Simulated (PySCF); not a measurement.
# LuCl3(NH3) relaxed at several levels

Computed with PySCF 2.14.0, def2-SVP on the ligands, density fitting, scalar-relativistic core potentials, no spin-orbit coupling, vacuum. Each row is relaxed at its own level from the same template. Distances are means of the shortest metal–ligand contacts, charges and spins Mulliken's; removal energies are rigid, with the ligand's formal charge and no counterpoise, so too large; for an anion taken off a cation in vacuum most of it is the attraction of opposite charges, and multiply charged cations can part far more cheaply with an electron moved from ligand to metal. lcecp potentials hold a fixed number of 4f electrons in the core, out of states, spins and gaps.

```json
{"level": "r2SCAN", "basis on the metal": "lcecp-1-SVP with ECP60", "point group": "C3v", "M–Cl (Å)": "2.444", "M–NH3 (Å)": "2.382", "charge on M (e)": "0.76", "dipole (D)": "5.48", "HOMO–LUMO gap (eV)": "–", "removal of one Cl (eV)": "9.15", "strongest infrared band, degenerate modes summed (cm⁻¹)": "–", "unstable modes (below −25 cm⁻¹)": "not given"}
```

**Question.** What does the calculation give for PBE0, def2-SVP with ECP28?

**Answer.** point group: C3v, M–Cl (Å): 2.406, M–NH3 (Å): 2.354, charge on M (e): 0.80, dipole (D): 5.93, HOMO–LUMO gap (eV): 7.40, removal of one Cl (eV): 9.10, strongest infrared band, degenerate modes summed (cm⁻¹): 1232, unstable modes (below −25 cm⁻¹): 0.
```xyz
8

Lu    0.0040   -0.0040    0.0040
Cl    1.1415    1.7846    1.1415
Cl   -1.7846   -1.1415    1.1415
Cl    1.1415   -1.1415   -1.7846
N    -1.3552    1.3552   -1.3552
H    -1.9640    1.9640   -0.8036
H    -0.8036    1.9640   -1.9640
H    -1.9640    0.8036   -1.9640
```

One start shape was tried for each, so a minimum needn't be the lowest isomer.
